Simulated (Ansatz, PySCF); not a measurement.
Stretching the Si1–H2 bond in H3NSi (SMILES N[SiH]) (multiplicity 1 held, fragments rigid). Energies count from the point at 1.530 Å.
Geometry at that point (charge 0, multiplicity 1):
```tsv
atom	x (Å)	y (Å)	z (Å)
Si	-0.2447	0.3910	0.5100
H	-0.5860	1.4739	-0.5153
N	0.3978	-0.6896	-0.6544
H	0.4631	-0.5284	-1.6484
H	0.7649	-1.5931	-0.3951
```

Restricted levels (R-, RO-) in cc, def2 and unpolarised 6-31G sets keep to the state of the molecule at rest. Active spaces are followed from a long bond inwards. Levels need not reach the same state.

Correlated levels freeze the cores. Rows in 6-31G* carry no dispersion term and start afresh at each structure (6-31G* with six Cartesian d functions). MP2/6-31G* freezes PySCF's default core.

The values were computed with Ansatz (Gaussian basis) for Hartree–Fock, density functionals and correlated methods; PySCF for 6-31G* rows. 

Energies in kcal/mol.

| R (Å) | R-PBE/cc-pV(T+d)Z | R-wB97X-V/cc-pV(T+d)Z | R-MP2/6-31G* | FIC-MRCISD+Q on CASSCF(2,2)/cc-pV(T+d)Z |
|---|---|---|---|---|
| 1.224 | 26.6 | 25.4 | 26.9 | 25.0 |
| 1.377 | 5.6 | 4.8 | 5.0 | 4.7 |
| 1.530 | 0.0 | 0.0 | 0.0 | 0.0 |
| 1.683 | 2.3 | 3.3 | 3.6 | 3.3 |
| 1.836 | 8.5 | 10.7 | 11.4 | 10.3 |
| 2.065 | 20.6 | 24.8 | 25.7 | 23.5 |
| 2.295 | 33.1 | 39.6 | 40.2 | 36.6 |
| 2.677 | 51.6 | 62.1 | 61.6 | 54.6 |
| 3.060 | 66.0 | 80.9 | 78.7 | 66.7 |
| 3.518 | 78.4 | 98.9 | 93.4 | 74.1 |
| 4.130 | 88.8 | 116.7 | 103.2 | 77.5 |
| 4.895 | 95.7 | 131.9 | 101.9 | 78.4 |

Doubts at one or more of the structures used: a restricted determinant that unrestricted orbitals would lower (R-PBE/cc-pV(T+d)Z, R-wB97X-V/cc-pV(T+d)Z, R-MP2/6-31G*).

Ansatz is an electronic-structure program.
